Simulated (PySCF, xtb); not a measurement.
C2H3Cl2FSi, SMILES C=C(Cl)[Si@@H](F)Cl. The values are those of a single conformer.

Harmonic wavenumbers (cm⁻¹) from GFN2-xTB run with xtb 6.7.1 at its own minimum, in rising order: 29, 90, 153, 178, 240, 331, 387, 512, 578, 633, 647, 687, 784, 816, 903, 1079, 1376, 1643, 2385, 3099, 3133.

### Question
What does PySCF 2.14.0 with B3LYP-D3(BJ)/def2-SVP give at its own minimum? (Estimate from the structure and the level; the computed values follow.)

### Answer
52, 105, 172, 231, 281, 349, 432, 547, 596, 716, 786, 820, 839, 912, 950, 1114, 1386, 1666, 2306, 3140, 3243. Paired by order, the mean absolute difference is 53 cm⁻¹ and the zero-point energies are 28.1 and 29.5 kcal/mol.
